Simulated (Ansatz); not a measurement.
# Scan of the F1–Al2 bond length

AlS2F (SMILES [F][Al]1[S][S]1), closed shell, at its PBE0-D4/def2-TZVP minimum:

```csv
atom,x (Å),y (Å),z (Å)
F1,-1.0633,-0.2337,1.8229
Al2,-0.2478,-0.0543,0.4245
S3,-0.1223,0.8601,-1.4858
S4,1.4334,-0.5721,-0.7616
```

The bond length F1–Al2 (1.629 Å at the minimum) is set to the values below, the two halves moving rigidly along the bond. Each method's energies count from its own value at the PBE0-D4 minimum structure. Computed with Ansatz 0.2.0 (basis: def2-TZVPP); correlated methods freeze the cores.

CCSD(T) energies along the scan:
```tsv
bond length (Å)	CCSD(T) (eV)
1.466	0.614
1.499	0.369
1.546	0.141
1.602	0.015
1.664	0.015
1.731	0.132
1.802	0.347
1.877	0.640
1.955	0.989
```
They count from the CCSD(T) energy at the PBE0-D4 minimum.

Minimum and curvature along this coordinate at CCSD(T): A fifth-order fit through the nearest points gives 1.632 Å, with a curvature of about 32 eV/Å².

Task: Treat the two halves as rigid bodies and work out the harmonic wavenumber of this stretch from that curvature (ν̃ = 521.5 √(k/μ) cm⁻¹ with k in eV/Å² and μ in u).

Result: The halves weigh 19.00 and 91.12 u, so μ = 19.00 × 91.12/110.12 = 15.722 u and ν̃ = 521.5 √(32/15.722) ≈ 740 cm⁻¹. A true normal mode mixes in other motions, so this is a guide only.

Largest difference from the CCSD(T) curve over the scan: r2SCAN-D4 0.021; PBE0-D4 0.033; wB97M-V 0.020; HF 0.246 eV. Each curve counts from its own value at the minimum.

The T1 diagnostic stays at or below 0.017.

For scale, one of the runs: CCSD(T)/def2-TZVPP, 157 basis functions, launched by `ansatz run in.yaml --threads 2 --pin off --events-out ev --progress --plain --max-ram 4352MiB`. Hardware: 2 CPU threads of an Arm Neoverse V2, shared host. Wall time 23 s; peak host memory 0.99 GiB.
